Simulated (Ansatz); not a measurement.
A made-up structure of CH₃BZn, singlet:

```
atom    x (Å)    y (Å)    z (Å)
  C1  -0.9736   0.0224  -1.0476
  B2  -0.0306   0.0003  -0.0329
 Zn3   1.3504  -0.0315   1.4531
  H4   0.3876   0.9940   0.3671
  H5  -1.3562   0.9467  -1.4745
  H6   2.4018  -0.0553   2.5843
```

It is relaxed with PBE-D4/def2-SVP and then PBE0-D4/def2-TZVP (Ansatz 0.2.0). Atoms count as bonded within 1.22 times the sum of their covalent radii (H–H: 0.88 Å). The end point is not checked to be a true minimum.

(1) Does its bonding change? (Judge from chemistry; the calculation decides.)

Results:

(1) By the calculation: Yes. Formed: C1–H4; broken: B2–H4, Zn3–H4.

Where it ends: The first stage lowers the energy by 2.66 eV in 19 steps. It ends as CH₃BZn ([CH2][B][ZnH]):
```
6
angstrom
C -0.6022 0.7923 -0.6958
B 0.2682 0.3278 0.2768
Zn 1.5431 -0.3524 1.7010
H -0.7086 1.8481 -0.9342
H -1.2348 0.1310 -1.2834
H 2.5137 -0.8702 2.7850
```

Labels in which every atom is bracketed show which atoms are joined, not bond orders.

For scale, one of the runs: PBE0-D4/def2-TZVP relaxation, 128 basis functions, launched by `ansatz run in.yaml --threads 2 --pin off --events-out ev --progress --plain --max-ram 4352MiB`. The run took about 15 s on 2 CPU threads of an Arm Neoverse V2 (shared host).
